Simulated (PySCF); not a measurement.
## ²⁹Si chemical shifts

Rapidly exchanging positions averaged, one conformer, no relativistic terms, isolated molecule. Structure optimised with GFN2-xTB; NMR shieldings at PBE0/pcSseg-1/GIAO; PySCF 2.14.

Shieldings were converted by a linear fit to measured shifts: ²⁹Si (scatter 8.9 ppm rms, 25.8 ppm with the 6 outliers that the fit left out vs TMS, solution or neat liquid). A few per cent of atoms miss by over 2 rms, more outside the fitted compound classes.

(1) Give the ²⁹Si shifts of `N[SiH]1[SiH2][SiH2][SiH2][SiH2]1`, `CCC(=O)[SiH2]O[SiH2][SiH3]`, `C=C(C)[Si@@H]1C=CC(C(F)F)=C1`.

(2) Match the shifts -20.3, -34.1, -55.5 ppm to `C[S@@](=O)[C@H]1CCN([SiH3])C1`, `FC(F)C1=CC=C[Si@H]1C1CC1`, `CS/C=C(\C)C[SiH2]S`.

Results:

(1) 
```json
{"compound": "[NH2:1][SiH:2]1[SiH2:3][SiH2:4][SiH2:5][SiH2:6]1", "environment": "Si2: silicon bonded to N, 2 Si, H, in a 5-membered ring", "δ (ppm)": "-34.2"}
{"compound": "[NH2:1][SiH:2]1[SiH2:3][SiH2:4][SiH2:5][SiH2:6]1", "environment": "Si3/6: silicon bonded to 2 Si, 2 H, in a 5-membered ring (×2)", "δ (ppm)": "-102.3"}
{"compound": "[NH2:1][SiH:2]1[SiH2:3][SiH2:4][SiH2:5][SiH2:6]1", "environment": "Si4/5: silicon bonded to 2 Si, 2 H, in a 5-membered ring (×2)", "δ (ppm)": "-104.7"}
{"compound": "[CH3:1][CH2:2][C:3](=[O:4])[SiH2:5][O:6][SiH2:7][SiH3:8]", "environment": "Si7: silicon bonded to O, Si, 2 H", "δ (ppm)": "-23.8"}
{"compound": "[CH3:1][CH2:2][C:3](=[O:4])[SiH2:5][O:6][SiH2:7][SiH3:8]", "environment": "Si5: silicon bonded to C, O, 2 H", "δ (ppm)": "-50.8"}
{"compound": "[CH3:1][CH2:2][C:3](=[O:4])[SiH2:5][O:6][SiH2:7][SiH3:8]", "environment": "Si8: silicon bonded to Si, 3 H", "δ (ppm)": "-103.5"}
{"compound": "C=C(C)[Si@@H]1C=CC(C(F)F)=C1", "environment": "silicon bonded to 3 C, H, in a 5-membered ring", "δ (ppm)": "-19.1"}
```

(2) -20.3: FC(F)C1=CC=C[Si@H]1C1CC1 (silicon bonded to 3 C, H, in a 5-membered ring); -34.1: CS/C=C(\C)C[SiH2]S (silicon bonded to C, S, 2 H); -55.5: C[S@@](=O)[C@H]1CCN([SiH3])C1 (silicon bonded to N, 3 H).
